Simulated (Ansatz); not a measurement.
Geometry optimisation, Ansatz, RKS PBE0-D4/def2-SVP.

Input:

```yaml
crystal:
  periodic: [false, false, false]
  atoms:
    - { symbol: O, position_ang: [0.9637, -1.7708, 1.1477] }
    - { symbol: C, position_ang: [0.5843, -0.6834, 0.5989] }
    - { symbol: B, position_ang: [0.5195, 0.9795, 0.5167] }
    - { symbol: C, position_ang: [-0.005, 0.0729, -0.4782] }
    - { symbol: O, position_ang: [-1.4694, 0.0144, -0.3847] }
    - { symbol: H, position_ang: [0.8155, 2.0653, 0.9501] }
    - { symbol: H, position_ang: [0.4021, 0.0008, -1.4827] }
    - { symbol: H, position_ang: [-1.7185, -0.7358, -0.9236] }
basis:
  gaussian: { orbitals: def2-SVP }
hamiltonian:
  xc: pbe0
  dispersion: d4
relax:
  f_tol: 0.015
  max_steps: 40
```

Run as:

```bash
$ ansatz run input.yaml --threads 1 --pin off --max-ram 2048MiB --backend cpu --events-out ev --progress --plain --runs-dir out
```

Question: Where does it end, and by what steps?

Answer: The run converged. After 18 steps the energy has fallen by 3.452 eV; H7 moved furthest, 1.45 Å. Parted: C2–C4.

```json
{"step": "0", "energy less start (eV)": "0.0000", "largest force component (eV/Å)": "4.194", "accepted": "yes"}
{"step": "1", "energy less start (eV)": "-0.7632", "largest force component (eV/Å)": "2.354", "accepted": "yes"}
{"step": "2", "energy less start (eV)": "-0.9400", "largest force component (eV/Å)": "1.938", "accepted": "yes"}
{"step": "3", "energy less start (eV)": "-1.0099", "largest force component (eV/Å)": "0.512", "accepted": "yes"}
{"step": "4", "energy less start (eV)": "-1.1314", "largest force component (eV/Å)": "0.954", "accepted": "yes"}
{"step": "5", "energy less start (eV)": "-1.3169", "largest force component (eV/Å)": "1.208", "accepted": "yes"}
{"step": "6", "energy less start (eV)": "-1.3850", "largest force component (eV/Å)": "2.407", "accepted": "yes"}
{"step": "7", "energy less start (eV)": "-1.6086", "largest force component (eV/Å)": "1.396", "accepted": "yes"}
{"step": "8", "energy less start (eV)": "-1.8742", "largest force component (eV/Å)": "1.598", "accepted": "yes"}
{"step": "9", "energy less start (eV)": "-2.5018", "largest force component (eV/Å)": "1.154", "accepted": "yes"}
{"step": "10", "energy less start (eV)": "-2.8445", "largest force component (eV/Å)": "0.983", "accepted": "yes"}
{"step": "11", "energy less start (eV)": "-3.0804", "largest force component (eV/Å)": "0.869", "accepted": "yes"}
{"step": "12", "energy less start (eV)": "-3.2480", "largest force component (eV/Å)": "1.627", "accepted": "yes"}
{"step": "13", "energy less start (eV)": "-3.3793", "largest force component (eV/Å)": "0.390", "accepted": "yes"}
{"step": "14", "energy less start (eV)": "-3.4312", "largest force component (eV/Å)": "0.565", "accepted": "yes"}
{"step": "15", "energy less start (eV)": "-3.4490", "largest force component (eV/Å)": "0.208", "accepted": "yes"}
{"step": "16", "energy less start (eV)": "-3.4516", "largest force component (eV/Å)": "0.025", "accepted": "yes"}
{"step": "17", "energy less start (eV)": "-3.4516", "largest force component (eV/Å)": "0.030", "accepted": "yes"}
{"step": "18", "energy less start (eV)": "-3.4517", "largest force component (eV/Å)": "0.006", "accepted": "yes"}
```

```xyz
8
Properties=species:S:1:pos:R:3
O 2.239 -1.291 1.195
C 1.441 -0.513 0.926
B 0.409 0.488 0.574
C -0.502 -0.040 -0.450
O -1.525 0.655 -0.950
H 0.418 1.559 1.124
H -0.388 -1.051 -0.868
H -2.000 0.135 -1.607
```

Time of the run: 64 s on 1 thread of Arm Neoverse V1, on a shared host, peak memory 0.16 GiB.
